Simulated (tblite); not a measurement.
C₃H₅NOSSi.
Atom-mapped SMILES: `[SiH3:1][S:2][c:3]1[cH:4][cH:5][o:6][n:7]1` (hydrogens: H8, H9, H10 on Si1; H11 on C4; H12 on C5)

The geometry is computed with GFN2-xTB (gas phase).

Problem. List the bond lengths, angles and torsions at this level.

Solution. 
| bond | length (Å) | order |
| --- | --- | --- |
| Si1–S2 | 2.181 | single |
| S2–C3 | 1.718 | single |
| C3–C4 | 1.422 | aromatic |
| C4–C5 | 1.359 | aromatic |
| C5–O6 | 1.336 | aromatic |
| O6–N7 | 1.362 | aromatic |
| C3–N7 | 1.312 | aromatic |
| Si1–H8, Si1–H10 | 1.451 | single |
| Si1–H9 | 1.461 | single |
| C4–H11 | 1.068 | single |
| C5–H12 | 1.072 | single |

Bonds in one row agree within 0.01 Å and their mean is given. Orders are formal, as drawn. A selection of angles:
| angle | degrees |
| --- | --- |
| S2–Si1–H8 | 106.9 |
| S2–Si1–H9 | 99.8 |
| H8–Si1–H9 | 112.1 |
| H8–Si1–H10 | 117.3 |
| Si1–S2–C3 | 93.1 |
| S2–C3–C4 | 130.2 |
| S2–C3–N7 | 119.3 |
| C4–C3–N7 | 110.5 |
| C3–C4–C5 | 103.0 |
| C3–C4–H11 | 127.4 |
| C5–C4–H11 | 129.5 |
| C4–C5–O6 | 110.6 |
| C4–C5–H12 | 132.6 |
| O6–C5–H12 | 116.8 |
| C5–O6–N7 | 108.6 |
| C3–N7–O6 | 107.3 |

Torsions: Si1–S2–C3–C4 180° (antiperiplanar).

The 2 C–C bonds span 1.359 Å (C4–C5, aromatic) to 1.422 Å (C3–C4, aromatic), a spread of 0.063 Å. The 5-membered ring C3–C4–C5–O6–N7 has internal angles of 103.0° to 110.6° (sum 540°, against 540° for a flat polygon); it is planar, 0.00 Å rms from its mean plane, widest ring torsion 0°. O6 (ring oxygen) is bent (angle 108.6°). Of the pairs four or more bonds apart, N7···H10 is among the closest relative to their van der Waals radii: 2.69 Å, 98 % of the sum of Bondi's values. The 7 heavy atoms lie in one plane (0.000 Å rms). Si1 (SiH3 silicon) is distorted tetrahedral (angles from 99.8° to 117.3°).

Point group: Cs (every atom within 0.08 Å of its image). Its GFN2-xTB frequencies are all real (lowest 77 cm⁻¹). The numbers are those of one conformer.
